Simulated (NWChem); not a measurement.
CBrF₂, doublet; SMILES F[C](Br)F

Program: NWChem. Pople sets run with spherical d functions. Spin-unrestricted. In the optimisation the excess spin sits in a' (Cs, its own frame). The geometry was optimised at PBE-D3(BJ)/def2-SVP, spin-unrestricted. No stability test was run on the SCF state. Level: PBE0/6-31G* with COSMO at NWChem's default radii, gas-phase geometry; the question gives the dielectric constant. Reactions with the solvent are ignored.

Task: Estimate the computed values for dielectric constant 2.0. Quantities: electrostatic solvation energy (kcal/mol); dipole in solution (D).

Result: 
| Item | Result |
|---|---|
| electrostatic solvation energy (kcal/mol) | -0.3 |
| dipole in solution (D) | 0.11 |
